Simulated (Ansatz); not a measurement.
HBr, charge +1, doublet, geometry from GFN2-xTB (a state made from the parent by changing its charge; the spin is typed, not shown lowest); REVPBE/6-31G* run with Ansatz (a first-principles code).

Ansatz was given this input:
Ansatz 0.2 input:
```yaml
crystal:
  periodic: [false, false, false]
  atoms:
    - {symbol: Br, position_ang: [-0.00000000, -0.00000000, -0.04027692]}
    - {symbol: H, position_ang: [0.00000000, 0.00000000, 1.40969227]}
basis:
  gaussian:
    orbitals: 6-31G*
hamiltonian:
  xc: revpbe
total_charge: 1
magnetization: {spin_polarized: true, initial_magnetization: 1}
```

Problem. What does Ansatz print? Leave out banner, timings and long lists.

Solution. 
```
Functional definition: revPBE
402 factors; their error is unknown
mean field evaluation 1: about -70036.2125 eV, gradient 1.2e1 eV
mean field evaluation 2: about -70036.3932 eV, gradient 1.3e1 eV
mean field evaluation 4: about -70036.8992 eV, gradient 2.9e-1 eV
mean field evaluation 8: about -70036.8919 eV, gradient 2.6e-3 eV
mean field evaluation 16: about -70036.8918 eV, gradient 8.1e-2 eV
mean field -70036.89188141 eV, -2573.8083039314 hartree, gradient 2.8e-5 eV, S^2 0.752127; 1 other end points of the search recorded, 0 dependent functions left out
reference -70036.89190781 eV, -2573.8083049018 hartree; 18, 17 occupied and 19, 20 virtual orbitals, 402 factors
Total energy: -70036.89190781 eV, -2573.8083049018 hartree
```
